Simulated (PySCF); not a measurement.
**Working out the ionisation energy of Yb**

Yb [Xe] 4f14 6s2 (1S) → Yb⁺ [Xe] 4f14 6s1 (2S). Calculation: PySCF 2.14, in x2c-TZVPPall (11s7p7d4f2g, 113 functions); the spin-free X2C one-electron Hamiltonian (Gaussian nucleus). Frozen: [Ar] 3d10. Energies in hartree (1 hartree = 27.21139 eV):

```tsv
part	Yb (lower)	Yb⁺ (upper)
UHF	-14054.602702	-14054.414274
MP2 opposite-spin	-1.176847	-1.148579
MP2 same-spin	-0.737480	-0.728178
```

**Question.** What does Hartree-Fock give?

**Answer.** (-14054.414274) − (-14054.602702) = 0.188428 hartree = 5.127 eV.

**Question.** What do MP2 and SCS-MP2 (6/5 opposite-spin, 1/3 same-spin) give?

**Answer.** The opposite-spin parts differ by 0.769 eV and the same-spin parts by 0.253 eV. MP2: 5.127 + (0.769) + (0.253) = 6.149 eV. SCS-MP2: 5.127 + 1.2 × (0.769) + (0.253)/3 = 6.134 eV.

Measured between the centres of the two terms (NIST): 6.254 eV, so MP2 (valence and next inner shell) is off by -0.105 eV.

What remains against the reference includes basis incompleteness, the frozen core and correlation beyond second order.
